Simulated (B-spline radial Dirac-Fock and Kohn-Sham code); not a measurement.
**Dipole and non-dipole photoemission parameters of Xe 3d5/2**

System: the free xenon atom, configuration [Kr] 4d10 5s2 5p6; threshold 676.4 eV (tabulated edge). Method: Dirac-Hartree-Slater photoionisation with a Latter tail; cross sections with all multipoles, angular parameters from the dipole term and its interference with E2. Computed with a radial B-spline solver.

Input of the calculation (task.json; shells as n, l, electrons):

```json
{"items": [{
  "Z": 54,
  "q": 0,
  "cfg": [[1, 0, 2], [2, 0, 2], [2, 1, 6], [3, 0, 2], [3, 1, 6], [3, 2, 10], [4, 0, 2], [4, 1, 6], [4, 2, 10], [5, 0, 2], [5, 1, 6]],
  "A": 132,
  "rrms": 4.7859,
  "do": "xps",
  "hv": [59.2, 61.3, 64.4, 73.5, 110.0, 121.0, 145.0, 186.0, 200, 305.0, 357.0, 522.0, 758.0, 800, 958.0, 1000, 1250.0, 1253.6, 1340.0, 1410.0, 1486.9, 1720.0, 2250.0, 4910.0, 5414.7, 6840.0, 7440.0, 8047.8, 9251.7, 10500.0],
  "edges": {"K": 34561.0, "L1": 5453.0, "L2": 5107.0, "L3": 4786.0, "M1": 1148.7, "M2": 1002.1, "M3": 940.6, "M4": 689.0, "M5": 676.4, "N1": 213.2, "N2": 146.7, "N3": 145.5, "N4": 69.5, "N5": 67.5}
}]}
```

Launch: `python xray2_run.py task.json out`

For linearly polarised light dσ/dΩ = σ/(4π) [1 + β P₂(cos θ) + (δ + γ cos²θ) sin θ cos φ], with θ from the polarisation vector and φ the angle between the beam and the projection of the electron momentum on the plane normal to the polarisation.

```csv
hν (eV),σ (kb),β,γ,δ
758,1590,0.402,-0.042,-0.003
800,1360,0.472,-0.066,-0.003
958,910,0.797,-0.098,0.009
1000,822,0.858,-0.094,0.012
1250,472,1.075,-0.027,0.030
1253.6,469,1.077,-0.026,0.030
1340,?,?,?,?
1410,343,1.143,0.034,0.038
1486.9,297,1.165,0.064,0.041
1720,197,1.205,0.158,0.051
2250,89.4,1.222,0.358,0.068
4910,7.14,1.041,1.004,0.151
5414.7,5.08,1.006,1.084,0.167
6840,2.22,0.917,1.268,0.212
7440,1.64,0.884,1.332,0.231
8047.8,1.23,0.854,1.390,0.250
9251.7,0.732,0.799,1.490,0.286
10500,0.455,0.749,1.578,0.323
```

Task: Give the values at 1340 eV.

Result: σ = 393 kb, β = 1.118, γ = 0.006, δ = 0.035.
